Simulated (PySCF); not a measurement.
Ta(S)(F)(OH)2 (FH₂O₂STa), SMILES [OH][Ta]([OH])([F])=[S], multiplicity 1.

Geometry optimised at PBE0-D3(BJ)/def2-SVP. The spin state was assumed, not searched. The def2 effective core potentials stand for the cores of Ta; spin–orbit coupling is left out. One conformer was computed; it need not be the lowest.

Calculation: r2SCAN/def2-TZVP run with PySCF.

Symmetry labels are those of the subgroup Cs that the program uses (full group Cs).

Computed valence orbital energies around the gap with their symmetry:
| orbital | symmetry | energy (eV) |
|---|---|---|
| HOMO−7 | A' | -10.93 |
| HOMO−6 | A' | -10.12 |
| HOMO−5 | A" | -9.45 |
| HOMO−4 | A' | -9.26 |
| HOMO−3 | A" | -8.81 |
| HOMO−2 | A' | -7.75 |
| HOMO−1 | A" | -6.87 |
| HOMO | A' | -6.80 |
| LUMO | A" | -2.09 |
| LUMO+1 | A' | -1.90 |
| LUMO+2 | A' | -0.98 |
| LUMO+3 | A" | -0.78 |
